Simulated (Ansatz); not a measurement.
Ansatz (a quantum-chemistry and plane-wave program) job for C2H4BNO3, SMILES O=C=NB(O)OC, B3LYP-D3(BJ)/def2-SVP. 

Ansatz 0.2 input:
```yaml
crystal:
  periodic: [false, false, false]
  atoms:
    - {symbol: B, position_ang: [0.22752041, 0.49615577, -0.30175383]}
    - {symbol: N, position_ang: [0.01896649, 0.10051950, 1.06753419]}
    - {symbol: C, position_ang: [-0.35412331, -0.69208158, 1.87231818]}
    - {symbol: O, position_ang: [-0.67516589, -1.36878530, 2.75111007]}
    - {symbol: O, position_ang: [0.76583604, 1.70708715, -0.57307927]}
    - {symbol: H, position_ang: [0.97899796, 2.23998293, 0.19098243]}
    - {symbol: O, position_ang: [-0.13725584, -0.37732266, -1.25325822]}
    - {symbol: C, position_ang: [0.01592137, -0.12357182, -2.63562339]}
    - {symbol: H, position_ang: [0.80415277, -0.77141146, -3.02523156]}
    - {symbol: H, position_ang: [-0.92760837, -0.36591189, -3.12745881]}
    - {symbol: H, position_ang: [0.27598730, 0.91901215, -2.82061167]}
basis:
  gaussian:
    orbitals: def2-SVP
hamiltonian:
  xc: b3lyp
  dispersion: d3bj
relax: {f_tol: 0.002, max_steps: 200}
```

Program output:

```
Functional definition: B3LYP
integrals: 0.08 GiB planned
1292 factors; integrals over basis functions are off by at most 4.0e-4 eV
mean field: 0.53 GiB planned
mean field evaluation 1: about -10431.9900 eV, gradient 7.6e1 eV
mean field evaluation 2: about -10422.8222 eV, gradient 1.0e2 eV
mean field evaluation 4: about -10442.4871 eV, gradient 4.9e0 eV
mean field evaluation 8: about -10442.5973 eV, gradient 4.8e-1 eV
mean field evaluation 16: about -10442.5977 eV, gradient 7.6e-5 eV
mean field -10442.59771739 eV, -383.7583878672 hartree, gradient 7.6e-5 eV, S^2 0.000000; 0 other end points of the search recorded, 0 dependent functions left out
the calculation of the forces begins
reference -10442.59794934 eV, -383.7583963912 hartree; 26, 26 occupied and 92, 92 virtual orbitals, 1292 factors
relax step   1: F+E_penalty+E_count = -10442.93305466 eV  Δ(F+E_penalty+E_count) = +0.000e0 eV  max|allowed force component| = 1.238e0 eV/Å  Δτ_max = 0.0000 Å  (28 SCF iters, accepted)
these checks for a lower state are left out or cut short: starts, cluster_reference, orbital_swaps, neighbouring_geometries, increment
integrals: 0.08 GiB planned
1292 factors; integrals over basis functions are off by at most 4.2e-4 eV
mean field: 0.53 GiB planned
mean field -10442.64688738 eV, -383.7601948308 hartree, gradient 2.1e-5 eV, S^2 0.000000; 0 other end points of the search recorded, 0 dependent functions left out
the calculation of the forces begins
[...]
integrals: 0.08 GiB planned
1292 factors; integrals over basis functions are off by at most 4.0e-4 eV
mean field: 0.53 GiB planned
mean field -10442.65721309 eV, -383.7605742936 hartree, gradient 2.2e-5 eV, S^2 0.000000; 0 other end points of the search recorded, 0 dependent functions left out
the calculation of the forces begins
reference -10442.65744658 eV, -383.7605828744 hartree; 26, 26 occupied and 92, 92 virtual orbitals, 1292 factors
relax step  38: F+E_penalty+E_count = -10442.99199806 eV  Δ(F+E_penalty+E_count) = -1.473e-4 eV  max|allowed force component| = 1.652e-2 eV/Å  Δτ_max = 0.0281 Å  (32 SCF iters, accepted)
these checks for a lower state are left out or cut short: starts, cluster_reference, orbital_swaps, neighbouring_geometries, increment
integrals: 0.08 GiB planned
1292 factors; integrals over basis functions are off by at most 4.1e-4 eV
mean field: 0.53 GiB planned
mean field -10442.65724548 eV, -383.7605754839 hartree, gradient 2.2e-5 eV, S^2 0.000000; 0 other end points of the search recorded, 0 dependent functions left out
the calculation of the forces begins
reference -10442.65747884 eV, -383.7605840598 hartree; 26, 26 occupied and 92, 92 virtual orbitals, 1292 factors
relax step  39: F+E_penalty+E_count = -10442.99206850 eV  Δ(F+E_penalty+E_count) = -7.044e-5 eV  max|allowed force component| = 3.255e-2 eV/Å  Δτ_max = 0.0402 Å  (32 SCF iters, accepted)
these checks for a lower state are left out or cut short: starts, cluster_reference, orbital_swaps, neighbouring_geometries, increment
integrals: 0.08 GiB planned
1292 factors; integrals over basis functions are off by at most 4.2e-4 eV
mean field: 0.53 GiB planned
mean field -10442.65723576 eV, -383.7605751270 hartree, gradient 2.0e-5 eV, S^2 0.000000; 0 other end points of the search recorded, 0 dependent functions left out
the calculation of the forces begins
reference -10442.65746904 eV, -383.7605836998 hartree; 26, 26 occupied and 92, 92 virtual orbitals, 1292 factors
relax step  40: F+E_penalty+E_count = -10442.99208529 eV  Δ(F+E_penalty+E_count) = -1.679e-5 eV  max|allowed force component| = 3.483e-2 eV/Å  Δτ_max = 0.0139 Å  (24 SCF iters, accepted)
these checks for a lower state are left out or cut short: starts, cluster_reference, orbital_swaps, neighbouring_geometries, increment
integrals: 0.08 GiB planned
1292 factors; integrals over basis functions are off by at most 4.2e-4 eV
mean field: 0.53 GiB planned
mean field -10442.65728561 eV, -383.7605769588 hartree, gradient 1.4e-5 eV, S^2 0.000000; 0 other end points of the search recorded, 0 dependent functions left out
the calculation of the forces begins
reference -10442.65751882 eV, -383.7605855290 hartree; 26, 26 occupied and 92, 92 virtual orbitals, 1292 factors
relax step  41: F+E_penalty+E_count = -10442.99215823 eV  Δ(F+E_penalty+E_count) = -7.294e-5 eV  max|allowed force component| = 1.497e-2 eV/Å  Δτ_max = 0.0079 Å  (25 SCF iters, accepted)
these checks for a lower state are left out or cut short: starts, cluster_reference, orbital_swaps, neighbouring_geometries, increment
integrals: 0.08 GiB planned
1292 factors; integrals over basis functions are off by at most 4.2e-4 eV
mean field: 0.53 GiB planned
mean field evaluation 288: about -10442.5943 eV, gradient 7.9e-1 eV
mean field -10442.65727784 eV, -383.7605766732 hartree, gradient 2.2e-5 eV, S^2 0.000000; 0 other end points of the search recorded, 0 dependent functions left out
the calculation of the forces begins
reference -10442.65751089 eV, -383.7605852378 hartree; 26, 26 occupied and 92, 92 virtual orbitals, 1292 factors
relax step  42: F+E_penalty+E_count = -10442.99219597 eV  Δ(F+E_penalty+E_count) = -3.775e-5 eV  max|allowed force component| = 1.041e-2 eV/Å  Δτ_max = 0.0181 Å  (33 SCF iters, accepted)
these checks for a lower state are left out or cut short: starts, cluster_reference, orbital_swaps, neighbouring_geometries, increment
integrals: 0.08 GiB planned
1292 factors; integrals over basis functions are off by at most 4.3e-4 eV
mean field: 0.53 GiB planned
mean field -10442.65724908 eV, -383.7605756163 hartree, gradient 2.2e-5 eV, S^2 0.000000; 0 other end points of the search recorded, 0 dependent functions left out
the calculation of the forces begins
reference -10442.65748201 eV, -383.7605841762 hartree; 26, 26 occupied and 92, 92 virtual orbitals, 1292 factors
relax step  43: F+E_penalty+E_count = -10442.99221460 eV  Δ(F+E_penalty+E_count) = -1.862e-5 eV  max|allowed force component| = 8.491e-3 eV/Å  Δτ_max = 0.0183 Å  (33 SCF iters, accepted)
these checks for a lower state are left out or cut short: starts, cluster_reference, orbital_swaps, neighbouring_geometries, increment
integrals: 0.08 GiB planned
1292 factors; integrals over basis functions are off by at most 4.3e-4 eV
mean field: 0.53 GiB planned
mean field -10442.65722911 eV, -383.7605748825 hartree, gradient 1.2e-5 eV, S^2 0.000000; 0 other end points of the search recorded, 0 dependent functions left out
the calculation of the forces begins
reference -10442.65746199 eV, -383.7605834407 hartree; 26, 26 occupied and 92, 92 virtual orbitals, 1292 factors
relax step  44: F+E_penalty+E_count = -10442.99222129 eV  Δ(F+E_penalty+E_count) = -6.694e-6 eV  max|allowed force component| = 4.476e-3 eV/Å  Δτ_max = 0.0086 Å  (24 SCF iters, accepted)
these checks for a lower state are left out or cut short: starts, cluster_reference, orbital_swaps, neighbouring_geometries, increment
integrals: 0.08 GiB planned
1292 factors; integrals over basis functions are off by at most 4.3e-4 eV
mean field: 0.53 GiB planned
mean field -10442.65721819 eV, -383.7605744812 hartree, gradient 8.4e-6 eV, S^2 0.000000; 0 other end points of the search recorded, 0 dependent functions left out
the calculation of the forces begins
reference -10442.65745106 eV, -383.7605830389 hartree; 26, 26 occupied and 92, 92 virtual orbitals, 1292 factors
relax step  45: F+E_penalty+E_count = -10442.99222408 eV  Δ(F+E_penalty+E_count) = -2.791e-6 eV  max|allowed force component| = 2.495e-3 eV/Å  Δτ_max = 0.0040 Å  (23 SCF iters, accepted)
these checks for a lower state are left out or cut short: starts, cluster_reference, orbital_swaps, neighbouring_geometries, increment
integrals: 0.08 GiB planned
1292 factors; integrals over basis functions are off by at most 4.3e-4 eV
mean field: 0.53 GiB planned
mean field -10442.65721394 eV, -383.7605743249 hartree, gradient 7.1e-5 eV, S^2 0.000000; 0 other end points of the search recorded, 0 dependent functions left out
the calculation of the forces begins
reference -10442.65744679 eV, -383.7605828823 hartree; 26, 26 occupied and 92, 92 virtual orbitals, 1292 factors
relax step  46: F+E_penalty+E_count = -10442.99222500 eV  Δ(F+E_penalty+E_count) = -9.133e-7 eV  max|allowed force component| = 1.753e-3 eV/Å  Δτ_max = 0.0026 Å  (21 SCF iters, accepted)
these checks for a lower state are left out or cut short: starts, cluster_reference, orbital_swaps, neighbouring_geometries, increment
integrals: 0.08 GiB planned
1292 factors; integrals over basis functions are off by at most 4.3e-4 eV
mean field: 0.53 GiB planned
mean field evaluation 320: about -10442.6572 eV, gradient 3.4e-5 eV
mean field -10442.65721603 eV, -383.7605744018 hartree, gradient 6.7e-5 eV, S^2 0.000000; 0 other end points of the search recorded, 0 dependent functions left out
the calculation of the forces begins
reference -10442.65744888 eV, -383.7605829591 hartree; 26, 26 occupied and 92, 92 virtual orbitals, 1292 factors
relax step  47: F+E_penalty+E_count = -10442.99222591 eV  Δ(F+E_penalty+E_count) = -9.177e-7 eV  max|allowed force component| = 1.711e-3 eV/Å  Δτ_max = 0.0024 Å  (21 SCF iters, accepted)
these checks for a lower state are left out or cut short: starts, cluster_reference, orbital_swaps, neighbouring_geometries, increment
integrals: 0.08 GiB planned
1292 factors; integrals over basis functions are off by at most 4.3e-4 eV
mean field: 0.53 GiB planned
mean field -10442.65721216 eV, -383.7605742596 hartree, gradient 1.2e-5 eV, S^2 0.000000; 0 other end points of the search recorded, 0 dependent functions left out
the calculation of the forces begins
reference -10442.65744500 eV, -383.7605828164 hartree; 26, 26 occupied and 92, 92 virtual orbitals, 1292 factors
relax step  48: F+E_penalty+E_count = -10442.99222541 eV  Δ(F+E_penalty+E_count) = +5.086e-7 eV  max|allowed force component| = 4.319e-3 eV/Å  Δτ_max = 0.0045 Å  (23 SCF iters, rejected (line search))
these checks for a lower state are left out or cut short: starts, cluster_reference, orbital_swaps, neighbouring_geometries, increment
integrals: 0.08 GiB planned
1292 factors; integrals over basis functions are off by at most 4.3e-4 eV
mean field: 0.53 GiB planned
mean field -10442.65722397 eV, -383.7605746934 hartree, gradient 6.2e-5 eV, S^2 0.000000; 0 other end points of the search recorded, 0 dependent functions left out
the calculation of the forces begins
reference -10442.65745682 eV, -383.7605832507 hartree; 26, 26 occupied and 92, 92 virtual orbitals, 1292 factors
relax step  49: F+E_penalty+E_count = -10442.99222649 eV  Δ(F+E_penalty+E_count) = -5.813e-7 eV  max|allowed force component| = 1.256e-3 eV/Å  Δτ_max = 0.0021 Å  (21 SCF iters, accepted)
integrals: 0.08 GiB planned
1292 factors; integrals over basis functions are off by at most 4.3e-4 eV
mean field: 0.53 GiB planned
mean field -10442.65722397 eV, -383.7605746934 hartree, gradient 6.2e-5 eV, S^2 0.000000; 1 other end points of the search recorded, 0 dependent functions left out
the calculation of the forces begins
reference -10442.65745682 eV, -383.7605832507 hartree; 26, 26 occupied and 92, 92 virtual orbitals, 1292 factors
Total energy: -10442.99245935 eV, -383.7728943666 hartree
Atom 0 at     0.273095     0.427637    -0.298204 Å, force     0.000229     0.000073     0.000439 eV/Å
Atom 1 at     0.044717     0.083004     1.085803 Å, force    -0.001117    -0.001188    -0.001005 eV/Å
Atom 2 at    -0.432382    -0.625539     1.933141 Å, force     0.001084     0.000772     0.000495 eV/Å
Atom 3 at    -0.860967    -1.262828     2.815753 Å, force    -0.000345    -0.000081    -0.000059 eV/Å
Atom 4 at     1.014314     1.523270    -0.623026 Å, force    -0.000091    -0.000104     0.001256 eV/Å
Atom 5 at     1.336591     1.995213     0.153966 Å, force     0.000311     0.000474    -0.001011 eV/Å
Atom 6 at    -0.260366    -0.354109    -1.264473 Å, force    -0.000255    -0.000101     0.000019 eV/Å
Atom 7 at    -0.065540    -0.058977    -2.635847 Å, force     0.000248     0.000059    -0.000372 eV/Å
Atom 8 at     1.004053    -0.077421    -2.903120 Å, force    -0.000172     0.000076     0.000034 eV/Å
Atom 9 at    -0.594395    -0.821881    -3.224682 Å, force     0.000085     0.000155     0.000134 eV/Å
Atom 10 at    -0.465891     0.935303    -2.894384 Å, force     0.000023    -0.000134     0.000070 eV/Å
Dipole moment:     0.229586     0.340799    -0.319246 e Å
```

The calculation finished and met its thresholds.
